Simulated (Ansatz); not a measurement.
`[CH3][Ga]([CH3])[CH]=O`. Total charge 0; spin multiplicity 1. All single points use the PBE0-D4/def2-TZVP geometry. It is one conformer, not always the lowest.

```xyz
12

C     1.770   -0.069    0.769
Ga   -0.014    0.129   -0.038
C    -1.702   -0.447    0.795
C    -0.096    0.740   -1.967
O    -0.016   -0.169   -2.767
H     1.732   -0.565    1.740
H     2.242    0.909    0.896
H     2.413   -0.650    0.102
H    -2.237   -1.118    0.118
H    -1.541   -0.957    1.745
H    -2.352    0.415    0.970
H    -0.201    1.782   -2.362
```

(1) What is the dipole moment at B3LYP/def2-TZVPP? (An estimate is asked.)

(2) And with PBE, r2SCAN, ωB97M-V? (Best estimate.)

(3) Give the Mulliken charges with B3LYP, PBE, ωB97M-V in def2-TZVPP. (Best estimate.)

Results:

(1) The calculation gave: 2.69 D, with components (-0.10, 1.33, 2.34) D in this frame, pointing from negative to positive charge.

(2) Computed: PBE 2.45 D, r2SCAN 2.58 D, ωB97M-V 2.74 D.

(3) Computed: 
| atom | B3LYP | PBE | ωB97M-V |
| --- | --- | --- | --- |
| C1 | -0.40 | -0.38 | -0.47 |
| Ga2 | 0.41 | 0.31 | 0.44 |
| C3 | -0.40 | -0.38 | -0.47 |
| C4 | 0.03 | 0.04 | 0.01 |
| O5 | -0.28 | -0.24 | -0.29 |
| H6 | 0.10 | 0.10 | 0.12 |
| H7 | 0.09 | 0.09 | 0.11 |
| H8 | 0.10 | 0.11 | 0.12 |
| H9 | 0.10 | 0.11 | 0.12 |
| H10 | 0.10 | 0.10 | 0.12 |
| H11 | 0.09 | 0.09 | 0.11 |
| H12 | 0.06 | 0.05 | 0.08 |

B3LYP here is the variant with VWN-RPA as its local correlation; programs differ in this.
